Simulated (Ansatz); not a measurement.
Species: C₃HF₄, charge 0, multiplicity 2. It need not be the lowest isomer of its formula. 
Structure (B3LYP-D3(BJ)/def2-TZVP (Ansatz, an electronic-structure program) minimum search):
```xyz
8

C      1.7965     0.8146    -0.5203
C      0.9446     0.0477     0.0907
F      1.2965    -0.8704     1.0201
C     -0.5494     0.0521    -0.1292
F     -1.2000     0.3370     1.0116
F     -0.9753    -1.1526    -0.5449
F     -0.8980     0.9597    -1.0481
H      2.8408     1.0501    -0.5949
```
Charge 0, spin multiplicity 2.

Total electronic energies in hartree. Cores are frozen in the correlated levels unless marked. Open shells are spin-unrestricted. No spin-orbit coupling. No relativistic terms. Basis-set limits of correlation are two-point, X^-3; Hartree-Fock from the larger set.

The UHF reference is spin-contaminated (<S^2> 0.19 over the pure value in the largest basis). 

```tsv
level	program	energy (Eh)
HF/cc-pVTZ	Ansatz	-512.04521
RI-HF/cc-pVQZ	Ansatz	-512.08451
PBE/def2-TZVPD	Ansatz	-513.89357
r2SCAN-D4/def2-TZVPD	Ansatz + dftd4	-514.18644
PBE0/def2-SVP	Ansatz	-513.27685
PBE0/def2-QZVPP	Ansatz	-513.91607
wB97M-V/def2-TZVPD	Ansatz	-514.27660
RPA@PBE/cc-pVTZ	Ansatz	-514.12299
RI-MP2/cc-pVTZ	Ansatz	-513.45948
SCS-MP2/cc-pwCVTZ	Ansatz	-513.45477
SCS-MP2/cc-pVQZ	Ansatz	-513.58819
CCSD/cc-pVDZ	Ansatz	-512.99667
CCSD/cc-pwCVTZ	Ansatz	-513.51648
CCSD/cc-pVQZ	Ansatz	-513.63561
CCSD(T)/CBS(cc-pVTZ,cc-pVQZ)	Ansatz	-513.7819
```

Totals of different functionals don't rank their quality; only differences between species are comparable.
